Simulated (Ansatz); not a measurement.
An input meant for octacene, `c1ccc2cc3cc4cc5cc6cc7cc8ccccc8cc7cc6cc5cc4cc3cc2c1` (charge 0, singlet; atoms displaced at random, 0.03 Å in each coordinate).

```yaml
crystal:
  periodic: [false, false, false]
  atoms:
    - {symbol: C, position_ang: [10.002112, -1.148829, -0.917310]}
    - {symbol: C, position_ang: [9.962658, -0.036954, -1.695080]}
    - {symbol: C, position_ang: [8.557686, 0.795196, -2.187769]}
    - {symbol: C, position_ang: [7.304058, 0.118613, -1.471755]}
    - {symbol: C, position_ang: [5.979328, 0.613961, -1.810838]}
    - {symbol: C, position_ang: [4.931244, 0.348069, -1.247990]}
    - {symbol: C, position_ang: [3.394531, 0.883697, -1.480058]}
    - {symbol: C, position_ang: [2.478084, 0.466667, -0.898155]}
    - {symbol: C, position_ang: [1.004112, 0.963233, -1.086047]}
    - {symbol: C, position_ang: [-0.150729, 0.347232, -0.514190]}
    - {symbol: C, position_ang: [-1.319454, 1.100867, -0.844666]}
    - {symbol: C, position_ang: [-2.468184, 0.655991, -0.221885]}
    - {symbol: C, position_ang: [-3.691786, 1.277837, -0.370918]}
    - {symbol: C, position_ang: [-4.913479, 0.754338, 0.127492]}
    - {symbol: C, position_ang: [-6.076084, 1.244364, -0.178450]}
    - {symbol: C, position_ang: [-7.513258, 0.908070, 0.332420]}
    - {symbol: C, position_ang: [-8.674025, 1.253117, 0.058672]}
    - {symbol: C, position_ang: [-9.658593, 1.012820, 0.549630]}
    - {symbol: C, position_ang: [-9.544404, 0.010770, 1.808686]}
    - {symbol: C, position_ang: [-8.561832, -0.668795, 2.109553]}
    - {symbol: C, position_ang: [-7.449375, -0.071342, 1.571481]}
    - {symbol: C, position_ang: [-5.894000, -0.561504, 1.719529]}
    - {symbol: C, position_ang: [-4.849240, -0.166474, 1.101361]}
    - {symbol: C, position_ang: [-3.607393, -1.010768, 1.598963]}
    - {symbol: C, position_ang: [-2.420512, -0.210687, 0.846445]}
    - {symbol: C, position_ang: [-1.131329, -0.896532, 1.012544]}
    - {symbol: C, position_ang: [0.088490, -0.431815, 0.560109]}
    - {symbol: C, position_ang: [1.251601, -1.120265, 0.653588]}
    - {symbol: C, position_ang: [2.383417, -0.908010, 0.270564]}
    - {symbol: C, position_ang: [4.015181, -1.225932, 0.464049]}
    - {symbol: C, position_ang: [5.034000, -0.677631, -0.036723]}
    - {symbol: C, position_ang: [6.188318, -1.347184, 0.293251]}
    - {symbol: C, position_ang: [7.422568, -0.919241, -0.316971]}
    - {symbol: C, position_ang: [8.581000, -1.583442, -0.093034]}
    - {symbol: H, position_ang: [10.856819, -1.418857, -0.440893]}
    - {symbol: H, position_ang: [10.506805, 0.401541, -2.075275]}
    - {symbol: H, position_ang: [8.333186, 1.462015, -2.938617]}
    - {symbol: H, position_ang: [6.065278, 1.396501, -2.523915]}
    - {symbol: H, position_ang: [3.493502, 1.830979, -2.247857]}
    - {symbol: H, position_ang: [1.173413, 1.797720, -2.052089]}
    - {symbol: H, position_ang: [-1.263871, 1.728813, -1.581576]}
    - {symbol: H, position_ang: [-3.756504, 1.947751, -1.345142]}
    - {symbol: H, position_ang: [-6.158213, 1.926285, -1.032183]}
    - {symbol: H, position_ang: [-8.739623, 2.127260, -0.752548]}
    - {symbol: H, position_ang: [-10.987895, 1.393706, 0.671744]}
    - {symbol: H, position_ang: [-10.546043, -0.241985, 2.156422]}
    - {symbol: H, position_ang: [-8.654220, -1.403354, 2.842988]}
    - {symbol: H, position_ang: [-6.025864, -1.430106, 2.649548]}
    - {symbol: H, position_ang: [-3.669781, -1.660568, 2.384618]}
    - {symbol: H, position_ang: [-1.068342, -1.720285, 1.877842]}
    - {symbol: H, position_ang: [1.239946, -1.841648, 1.589658]}
    - {symbol: H, position_ang: [3.921030, -1.883058, 1.298497]}
    - {symbol: H, position_ang: [6.176788, -2.100407, 1.017795]}
    - {symbol: H, position_ang: [8.739994, -2.286188, 0.752149]}
basis:
  gaussian: {orbitals: def2-TZVP, fitting: {mean_field: def2-universal-jkfit}}
hamiltonian: {xc: {name: HSE06}, dispersion: d3bj}
scf: {omitted_lower_state_checks: [starts]}
relax: {f_tol: 0.001, max_steps: 3}
output: {forces: true}
```

```sh
$ ansatz run in.yaml --threads 4 --pin off --events-out ev --progress --plain --max-ram 46080MiB --backend cuda --devices 0, --max-vram 37GiB
```

It prints (some lines left out):

```
Functional definition: HSE06
  name "HSE06"
  cite "Heyd, Scuseria & Ernzerhof, J. Chem. Phys. 118, 8207 (2003) doi:10.1063/1.1564060"
  cite "Krukau, Vydrov, Izmaylov & Scuseria, J. Chem. Phys. 125, 224106 (2006) doi:10.1063/1.2404663"
  cite "Heyd & Scuseria, J. Chem. Phys. 120, 7274 (2004) doi:10.1063/1.1668634"
  cite "Ernzerhof & Perdew, J. Chem. Phys. 109, 3313 (1998) doi:10.1063/1.476928"
  cite "Perdew, Burke & Ernzerhof, Phys. Rev. Lett. 77, 3865 (1996) doi:10.1103/PhysRevLett.77.3865"
  parent pbe
  parameter a = 0.25
  parameter omega = 0.11/bohr
  # The whole range is PBE's own exchange, as in plane waves. The composition of these papers is wPBEh.
  exchange = pbe_x - a*pbe_x_sr(omega) + a*exact_x_sr(omega)
  correlation = pbe_c
these checks for a lower state are left out or cut short: starts
2910 factors; integrals over basis functions are off by at most 5.7e-1 eV
2910 factors; integrals over basis functions are off by at most 1.9e-7 eV
mean field evaluation 1: about -35470.7927 eV, gradient 1.4e2 eV
mean field evaluation 2: about -35348.2125 eV, gradient 2.3e2 eV
mean field evaluation 4: about -35476.6699 eV, gradient 8.6e1 eV
mean field evaluation 8: about -35517.0609 eV, gradient 3.1e1 eV
mean field evaluation 16: about -35520.4204 eV, gradient 1.2e1 eV
mean field -35521.01122876 eV, -1305.3730856509 hartree, gradient 2.0e-5 eV, S^2 0.000000; 0 other end points of the search recorded, 0 dependent functions left out
the calculation of the forces begins
reference -35521.01133909 eV, -1305.3730897054 hartree; 112, 112 occupied and 1062, 1062 virtual orbitals, 2910 factors
relax step   1: F+E_penalty+E_count = -35522.60450853 eV  Δ(F+E_penalty+E_count) = +0.000e0 eV  max|allowed force component| = 2.308e1 eV/Å  Δτ_max = 0.0000 Å  (70 SCF iters, accepted)
these checks for a lower state are left out or cut short: starts, cluster_reference, orbital_swaps, neighbouring_geometries, increment
2910 factors; integrals over basis functions are off by at most 3.6e-1 eV
2910 factors; integrals over basis functions are off by at most 1.9e-7 eV
mean field evaluation 32: about -35545.9266 eV, gradient 1.9e-5 eV
mean field -35545.92656444 eV, -1306.2887073487 hartree, gradient 2.6e-5 eV, S^2 0.000000; 0 other end points of the search recorded, 0 dependent functions left out
the calculation of the forces begins
reference -35545.92667304 eV, -1306.2887113398 hartree; 112, 112 occupied and 1062, 1062 virtual orbitals, 2910 factors
relax step   2: F+E_penalty+E_count = -35547.53552841 eV  Δ(F+E_penalty+E_count) = -2.493e1 eV  max|allowed force component| = 7.044e0 eV/Å  Δτ_max = 0.1956 Å  (50 SCF iters, accepted)
these checks for a lower state are left out or cut short: starts, cluster_reference, orbital_swaps, neighbouring_geometries, increment
2910 factors; integrals over basis functions are off by at most 3.3e-1 eV
2910 factors; integrals over basis functions are off by at most 1.9e-7 eV
mean field -35550.87487928 eV, -1306.4705545650 hartree, gradient 2.7e-5 eV, S^2 0.000000; 0 other end points of the search recorded, 0 dependent functions left out
the calculation of the forces begins
reference -35550.87498674 eV, -1306.4705585141 hartree; 112, 112 occupied and 1062, 1062 virtual orbitals, 2910 factors
relax step   3: F+E_penalty+E_count = -35552.50010710 eV  Δ(F+E_penalty+E_count) = -4.965e0 eV  max|allowed force component| = 2.564e0 eV/Å  Δτ_max = 0.1974 Å  (51 SCF iters, accepted)
Error: geometry relaxation did not converge after 3 steps: max|allowed force component| = 2.56e0 eV/Å (threshold 1.0e-3). Raise `relax.max_steps` over both its present limit and 3, loosen `relax.f_tol`, or start from a geometry closer to equilibrium. Where this run's directory can be resumed (`checkpoint.write`), a resume goes on for up to `relax.max_steps` more
```

(1) What is wrong with this run?

Results:

(1) The relaxation is allowed too few steps for its threshold. The SCF steps converged, but the relaxation ran out of steps.
